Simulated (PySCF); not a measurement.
## A search over the determinants of SiBi

Unrestricted PBE0; Si def2-SVP, Bi def2-SVP with ECP60; scalar-relativistic core potentials (PySCF 2.14). Outer shells of the fragments: Si 3s2 3p2; Bi 5d10 6s2 6p3.

Followed along the bond (rough minima from three points):

```json
{"2Ms+1": "2", "unpaired": "π ↑", "⟨S²⟩ at the start": "0.82", "R at minimum (Å)": "2.47", "Te (eV)": "0.00"}
{"2Ms+1": "2", "unpaired": "σ ↑", "⟨S²⟩ at the start": "1.12", "R at minimum (Å)": "2.36", "Te (eV)": "0.27"}
{"2Ms+1": "4", "unpaired": "σ ↑, π ↑↑", "⟨S²⟩ at the start": "3.76", "R at minimum (Å)": "2.59", "Te (eV)": "1.49"}
{"2Ms+1": "4", "unpaired": "π ↑↑↑", "⟨S²⟩ at the start": "3.76", "R at minimum (Å)": "none in the scan", "Te (eV)": "≤ 1.05"}
{"2Ms+1": "2", "unpaired": "π ↑↑↓", "⟨S²⟩ at the start": "1.76", "R at minimum (Å)": "none in the scan", "Te (eV)": "≤ 1.39"}
```

Solutions found at the starting distance of 2.575 Å, counted from the lowest of them; the search is not exhaustive and high or unbound solutions are not listed, so other states can lie among these:

```
2Ms+1   unpaired   term  E (eV)  ⟨S²⟩  ⟨Lz²⟩  μ (D)
    2        π ↑     ²Π    0.00  0.82   1.00   0.50
    2        σ ↑  mixed    0.50  1.12   0.00   0.49
    4      π ↑↑↑     ⁴Π    1.08  3.76   1.00   1.27
    4  σ ↑, π ↑↑  mixed    1.41  3.76   2.01   0.64
    2      π ↑↑↓  mixed    1.43  1.76   3.02   1.25
    2  σ ↓, π ↑↑  mixed    1.82  1.77   2.01   0.80
```

A term symbol is given only where ⟨S²⟩ and ⟨Lz²⟩ are close to those of a pure state; real π, δ and φ orbitals otherwise mix terms. A positive dipole means Si(−)Bi(+).

Problem. Compare the gap between the two lowest followed solutions at the starting distance with the gap between their minima.

Solution. At PBE0 the second solution (Ms = 0.5 of mixed spin, unpaired electrons σ ↑) lies +0.50 eV from the first (doublet, unpaired electrons π ↑) at 2.575 Å and +0.27 eV at the minima; the two curves relax by different amounts, since their minima lie near 2.36 and 2.47 Å.

These are scalar-relativistic numbers at best; spin–orbit coupling would shift them, the dissociation energy most. Counting both spins, an empty level lies below a filled one in some of these solutions, because spin and occupation are held.
